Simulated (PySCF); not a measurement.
# `CC(B1NBN(C=C)BN1)=O`, C$_{4}$H$_{10}$B$_{3}$N$_{3}$O

Cartesian coordinates in Å; atom numbers follow the order of the lines, from 1:
```xyz
21

C     4.252   -0.238   -0.365
C     3.185    0.283   -0.975
N     1.836    0.235   -0.567
B     0.876    0.964   -1.353
N    -0.497    0.953   -0.968
B    -0.949    0.233    0.173
C    -2.477    0.161    0.681
C    -3.575    0.873   -0.068
O    -2.716   -0.485    1.685
N     0.018   -0.483    0.922
B     1.397   -0.514    0.591
H     4.194   -0.790    0.574
H     5.234   -0.113   -0.822
H     3.323    0.832   -1.912
H     1.236    1.578   -2.329
H    -1.153    1.473   -1.536
H    -3.358    1.952   -0.126
H    -3.626    0.502   -1.106
H    -4.542    0.717    0.427
H    -0.333   -0.991    1.729
H     2.170   -1.154    1.256
```

Computed with quadratic response CAM-B3LYP/def2-SVPD first hyperpolarisability, Taylor convention, gas phase (PySCF). Geometry: PBE0-D3(BJ)/def2-SVP.

Question: Give the tensor of the second harmonic β(−2ω;ω,ω) at 1064 nm in the axes of these coordinates.

Answer: In au, Taylor convention; rows are the first index (the induced dipole):
```tsv
	xx	yy	zz	xy	xz	yz
x	+408.3	+4.6	+54.2	-41.6	-61.1	-44.5
y	-46.3	-29.5	+5.3	+3.9	-41.6	+16.7
z	-53.1	+16.3	+22.0	-42.7	+50.2	+5.8
```
Norm of βᵢ = ⅓ Σⱼ (βᵢⱼⱼ + βⱼᵢⱼ + βⱼⱼᵢ): 469.2 au, hyper-Rayleigh value 190.5 au.
